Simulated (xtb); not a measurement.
BiI₂, charge +1, singlet, from a rough starting geometry (GFN-xTB shapes and energies of metal compounds can be far from the true ones); GFN2-xTB run with xtb.

xtb was given this input:
```
$ xtb mol.xyz --gfn 2 --chrg 1 --opt vtight --json

# file mol.xyz
3

Bi     0.99914165     0.53551709     0.31823851
I     -0.83240516     1.24469489    -1.43458386
I     -0.20151944    -1.76974030     1.16687305
```

Problem. What does xtb print? Leave out banner, timings and long lists.

Solution. 
```
   ID    Z sym.   atoms
    1   83 Bi     1
    2   53 I      2, 3

           -------------------------------------------------
          |                Calculation Setup                |
           -------------------------------------------------

           -------------------------------------------------
          |                 G F N 2 - x T B                 |
           -------------------------------------------------

          ...................................................
          :                      SETUP                      :
          :.................................................:
          :  # basis functions                  24          :
          :  # atomic orbitals                  22          :
          :  # shells                            8          :
          :  # electrons                        18          :
          :  max. iterations                   250          :
          :  Hamiltonian                  GFN2-xTB          :
          :  restarted?                      false          :
          :  GBSA solvation                  false          :
          :  PC potential                    false          :
          :  electronic temp.          300.0000000     K    :
          :  accuracy                    1.0000000          :
          :  -> integral cutoff          0.2500000E+02      :
          :  -> integral neglect         0.1000000E-07      :
          :  -> SCF convergence          0.1000000E-05 Eh   :
          :  -> wf. convergence          0.1000000E-03 e    :
          :  Broyden damping             0.4000000          :
          :  net charge                          1          :
          :  unpaired electrons                  0          :
          ...................................................

 iter      E             dE          RMSdq      gap      omega  full diag
   1     -9.5543569 -0.955436E+01  0.199E+01    1.21       0.0  T
   2     -9.5637312 -0.937426E-02  0.125E+01    2.68       1.0  T
   3     -9.6080964 -0.443652E-01  0.913E+00    1.08       1.0  T
   4     -9.6483040 -0.402076E-01  0.488E+00    1.65       1.0  T
   5     -9.6551096 -0.680564E-02  0.214E+00    1.58       1.0  T
   6     -9.6557385 -0.628911E-03  0.110E+00    1.51       1.0  T
   7     -9.6557187  0.198611E-04  0.687E-01    1.46       1.0  T
   8     -9.6559577 -0.239053E-03  0.201E-01    1.51       1.0  T
   9     -9.6559692 -0.114549E-04  0.700E-02    1.51       1.0  T
  10     -9.6559698 -0.599054E-06  0.425E-02    1.52       1.4  T
  11     -9.6559702 -0.395028E-06  0.226E-02    1.52       2.6  T
  12     -9.6559702 -0.335211E-07  0.140E-02    1.52       4.1  T
  13     -9.6559703 -0.115096E-06  0.731E-03    1.52       7.9  T
  14     -9.6559703 -0.497104E-08  0.496E-03    1.52      11.6  T
  15     -9.6559703 -0.196810E-08  0.117E-03    1.52      49.3  T
  16     -9.6559703 -0.296930E-09  0.530E-04    1.52     109.0  T
  17     -9.6559703 -0.812062E-10  0.359E-05    1.52    1606.4  T

   *** convergence criteria satisfied after 17 iterations ***

         :::::::::::::::::::::::::::::::::::::::::::::::::::::
         ::                     SUMMARY                     ::
         :::::::::::::::::::::::::::::::::::::::::::::::::::::
         :: total energy              -9.639050224374 Eh    ::
         :: gradient norm              0.038013454859 Eh/a0 ::
         :: HOMO-LUMO gap              1.516327829397 eV    ::
         ::.................................................::
         :: SCC energy                -9.655970257797 Eh    ::
         :: -> isotropic ES            0.130121459664 Eh    ::
         :: -> anisotropic ES          0.015269726068 Eh    ::
         :: -> anisotropic XC         -0.010186993124 Eh    ::
         :: -> dispersion             -0.003408438177 Eh    ::
         :: repulsion energy           0.016920033423 Eh    ::
         :: add. restraining           0.000000000000 Eh    ::
[...]
 * total energy  :    -9.6390502 Eh     change       -0.1829648E-12 Eh
 * total energy  :    -9.6092800 Eh     change        0.2977023E-01 Eh
 * total energy  :    -9.6163137 Eh     change       -0.7033663E-02 Eh
 * total energy  :    -9.5934311 Eh     change        0.2288252E-01 Eh
 * total energy  :    -9.6389768 Eh     change       -0.4554566E-01 Eh
 * total energy  :    -9.6400959 Eh     change       -0.1119134E-02 Eh
 * total energy  :    -9.6407328 Eh     change       -0.6368308E-03 Eh
 * total energy  :    -9.6408419 Eh     change       -0.1091090E-03 Eh
 * total energy  :    -9.6408639 Eh     change       -0.2200228E-04 Eh
 * total energy  :    -9.6408639 Eh     change       -0.6680035E-07 Eh
   *** GEOMETRY OPTIMIZATION CONVERGED AFTER 10 ITERATIONS ***
         :: total energy              -9.640863939376 Eh    ::
[...]

           -------------------------------------------------
          |                Property Printout                |
           -------------------------------------------------

    * Orbital Energies and Occupations

         #    Occupation            Energy/Eh            Energy/eV
      -------------------------------------------------------------
         1        2.0000           -1.3198170             -35.9140
         2        2.0000           -0.9558068             -26.0088
         3        2.0000           -0.9397571             -25.5721
         4        2.0000           -0.6846691             -18.6308
         5        2.0000           -0.6690595             -18.2060
         6        2.0000           -0.6508505             -17.7105
         7        2.0000           -0.6271371             -17.0653
         8        2.0000           -0.6228236             -16.9479
         9        2.0000           -0.6197507             -16.8643 (HOMO)
        10                         -0.5629976             -15.3199 (LUMO)
        11                         -0.4051852             -11.0256
        12                         -0.3949590             -10.7474
        13                         -0.2170589              -5.9065
        14                         -0.2036779              -5.5424
        15                         -0.2026034              -5.5131
        16                         -0.1993909              -5.4257
        17                         -0.1958364              -5.3290
        18                         -0.1914592              -5.2099
        19                         -0.1840769              -5.0090
        20                         -0.1499148              -4.0794
       ...                                ...                  ...
        22                          0.3129895               8.5169
      -------------------------------------------------------------
                  HL-Gap            0.0567531 Eh            1.5443 eV
             Fermi-level           -0.5913509 Eh          -16.0915 eV

     #   Z          covCN         q      C6AA      α(0)
     1  83 Bi       1.771     0.919   464.122    42.394
     2  53 I        0.943     0.040   368.915    33.157
     3  53 I        0.943     0.040   368.915    33.157

 Mol. C6AA /au·bohr⁶  :       3585.204926
 Mol. C8AA /au·bohr⁸  :     384798.932170
 Mol. α(0) /au        :        108.707381

Wiberg/Mayer (AO) data.
largest (>0.10) Wiberg bond orders for each atom

 ---------------------------------------------------------------------------
     #   Z sym  total        # sym  WBO       # sym  WBO       # sym  WBO
 ---------------------------------------------------------------------------
     1  83 Bi   2.477 --     2 I    1.238     3 I    1.238
     2  53 I    1.384 --     1 Bi   1.238     3 I    0.146
     3  53 I    1.384 --     1 Bi   1.238     2 I    0.146
 ---------------------------------------------------------------------------

Topologies differ in total number of bonds
Writing topology from bond orders to xtbtopo.mol

molecular dipole:
                 x           y           z       tot (Debye)
 q only:        1.692       0.858       0.579
   full:        3.329       1.671       1.102       9.873
molecular quadrupole (traceless):
                xx          xy          yy          xz          yz          zz
 q only:        2.308       2.435      -0.666       1.959       0.047      -1.642
  q+dip:        8.018       4.682      -4.844      -0.052       9.313      -3.174
   full:        7.418       4.241      -4.552      -0.215       8.884      -2.866

optimized geometry written to: xtbopt.xyz

           -------------------------------------------------
          | TOTAL ENERGY               -9.640863939376 Eh   |
          | GRADIENT NORM               0.000146711354 Eh/α |
          | HOMO-LUMO GAP               1.544329218851 eV   |
           -------------------------------------------------

normal termination of xtb
```
